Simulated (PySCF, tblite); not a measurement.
Isomers of C2H13NSSi4, one GFN2-xTB conformer each. Single-point energies are computed at PBE0/pcSseg-1 (PySCF, gas phase, no added dispersion term), electronic only.

Question: Rank them by PBE0/pcSseg-1 energy, lowest first (kJ/mol).
A. `[CH3:1][SiH2:2][Si@@:3]1([SiH3:4])[CH2:5][NH:6][SiH2:7][S:8]1` with C1–Si2–Si3–Si4 72°, Si2–Si3–C5–N6 138°, Si3–C5–N6–Si7 -37°, C5–N6–Si7–S8 26°, N6–Si7–S8–Si3 -4°
B. `[CH3:1][NH:2][Si@@H:3]1[SiH2:4][SiH2:5][S:6][Si@H:7]1[CH3:8]` with C1–N2–Si3–Si4 -64°, N2–Si3–Si4–Si5 -120°, Si3–Si4–Si5–S6 -16°, Si4–Si5–S6–Si7 29°, Si5–S6–Si7–C8 -152°

Answer: B (0.0), A (15.1).

GFN2-xTB itself gives, in the same order: 38.1, 0.0. GFN2-xTB puts C[SiH2][Si@@]1([SiH3])CN[SiH2]S1 lowest instead.

Which frontier levels, dipoles and rotational constants go with these structures?

```tsv
SMILES	HOMO (eV, PBE0/pcSseg-1)	LUMO (eV)	dipole (D)	A, B, C (MHz)
CN[Si@@H]1[SiH2][SiH2]S[Si@H]1C	-6.69	-1.17	3.22	1006, 693.9, 445.5
C[SiH2][Si@@]1([SiH3])CN[SiH2]S1	-6.79	-0.83	2.32	1025, 623.3, 523.1
```

What happens when harmonic zero-point energies from GFN2-xTB frequencies are added?

```
                          SMILES  ZPE (kJ/mol)  electronic (kJ/mol)  with ZPE (kJ/mol)
 CN[Si@@H]1[SiH2][SiH2]S[Si@H]1C         374.1                  0.0                0.0
C[SiH2][Si@@]1([SiH3])CN[SiH2]S1         365.9                 15.1                6.8
```

The zero-point energies span 8.2 kJ/mol. The order is unchanged.
